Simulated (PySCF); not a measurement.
**BiN: from constants to spectrum**

RHF-CCSD(T) constants of BiN, singlet, closed shell (PySCF, scalar-relativistic core potentials, basis sets Bi cc-pVDZ-PP with ECP60, N cc-pVDZ; masses 208.9804 and 14.0031 u):

```
ωe           : 696.2 cm⁻¹
ωexe         : 5.23 cm⁻¹
Be           : 0.3279 cm⁻¹
αe           : 0.00247 cm⁻¹
De to Bi + N : 1.98 eV
```

**Question.** What force constant and bond length do these constants imply?

**Answer.** Reduced mass μred = 13.124 u; k = 5.8918×10⁻⁷·μred·ωe² (u, cm⁻¹, mdyn/Å) = 3.75 mdyn/Å; Re = √(16.8576/(μred·Be)) (u, cm⁻¹, Å) = 1.979 Å.

**Question.** Estimate the centrifugal constant D from the Kratzer relation and find the Dunham coefficient a1.

**Answer.** D = 4Be³/ωe² = 2.91e-07 cm⁻¹; a1 = −1 − αeωe/(6Be²) = -3.67.

Correlated steps freeze 5 core orbitals. Correlated levels converge slowly with the basis: in double zeta they bind strong bonds too weakly, by up to about 1 eV, and carry superposition errors of some tenths. These are scalar-relativistic numbers at best; spin–orbit coupling would shift them, the dissociation energy most. Where the molecule has an RHF reference, its open-shell atoms are computed with UHF. The restricted Hartree–Fock solution is unstable towards spin polarisation at this distance.
